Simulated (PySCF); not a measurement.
B(H)(OH)(NH2) (BH4NO), SMILES NBO.

The structure is a stationary point at r2SCAN-D4/def2-TZVP. One conformer was computed; it need not be the lowest.

These are r2SCAN-D4/def2-TZVP (PySCF) values and carry that method's errors.

No scaling factor is applied to the harmonic values.

Computed harmonic wavenumbers and intensities:
```json
[
 {"mode": "1", "ν (cm⁻¹)": "424", "IR (km/mol)": "121.8", "moving atoms (share of kinetic energy)": "H 81 %, N 17 %"},
 {"mode": "2", "ν (cm⁻¹)": "440", "IR (km/mol)": "6.3", "moving atoms (share of kinetic energy)": "H 41 %, O 22 %, B 20 %, N 17 %"},
 {"mode": "3", "ν (cm⁻¹)": "486", "IR (km/mol)": "122.5", "moving atoms (share of kinetic energy)": "H 96 %"},
 {"mode": "4", "ν (cm⁻¹)": "615", "IR (km/mol)": "63.5", "moving atoms (share of kinetic energy)": "H 65 %, B 21 %, O 12 %"},
 {"mode": "5", "ν (cm⁻¹)": "860", "IR (km/mol)": "15.2", "moving atoms (share of kinetic energy)": "H 78 %, N 17 %"},
 {"mode": "6", "ν (cm⁻¹)": "924", "IR (km/mol)": "5.5", "moving atoms (share of kinetic energy)": "H 72 %, B 26 %"},
 {"mode": "7", "ν (cm⁻¹)": "986", "IR (km/mol)": "89.9", "moving atoms (share of kinetic energy)": "H 50 %, O 32 %, N 13 %"},
 {"mode": "8", "ν (cm⁻¹)": "1106", "IR (km/mol)": "1.9", "moving atoms (share of kinetic energy)": "H 82 %, N 9 %"},
 {"mode": "9", "ν (cm⁻¹)": "1217", "IR (km/mol)": "36.0", "moving atoms (share of kinetic energy)": "B 41 %, H 39 %, N 11 %, O 9 %"},
 {"mode": "10", "ν (cm⁻¹)": "1425", "IR (km/mol)": "317.4", "moving atoms (share of kinetic energy)": "B 65 %, H 19 %, O 11 %"},
 {"mode": "11", "ν (cm⁻¹)": "1635", "IR (km/mol)": "144.6", "moving atoms (share of kinetic energy)": "H 79 %, N 16 %"},
 {"mode": "12", "ν (cm⁻¹)": "2618", "IR (km/mol)": "138.6", "moving atoms (share of kinetic energy)": "H 91 %, B 9 %"},
 {"mode": "13", "ν (cm⁻¹)": "3587", "IR (km/mol)": "18.8", "moving atoms (share of kinetic energy)": "H 96 %"},
 {"mode": "14", "ν (cm⁻¹)": "3691", "IR (km/mol)": "23.5", "moving atoms (share of kinetic energy)": "H 91 %, N 9 %"},
 {"mode": "15", "ν (cm⁻¹)": "3809", "IR (km/mol)": "20.0", "moving atoms (share of kinetic energy)": "H 94 %"}
]
```
